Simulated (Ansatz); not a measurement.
FSr (SMILES [F][Sr+]), charge +1, singlet, geometry from GFN2-xTB (such geometries of metal compounds can be far from the true shape) (core potentials on Sr).

The Ansatz (an electronic-structure program) input:
Ansatz 0.2 input:
```yaml
crystal:
  periodic: [false, false, false]
  atoms:
    - {symbol: Sr, position_ang: [-0.00000000, -0.00000000, -0.41292721]}
    - {symbol: F, position_ang: [0.00000000, 0.00000000, 1.74347045]}
basis:
  gaussian:
    orbitals: def2-TZVP
hamiltonian:
  xc: b3lyp5
total_charge: 1
accuracy: high
```

Estimate the number of basis functions that B3LYP5/def2-TZVP in Ansatz returns for this input.

64

Give the total energy at the level B3LYP5/def2-TZVP.

-130.393647 Ha
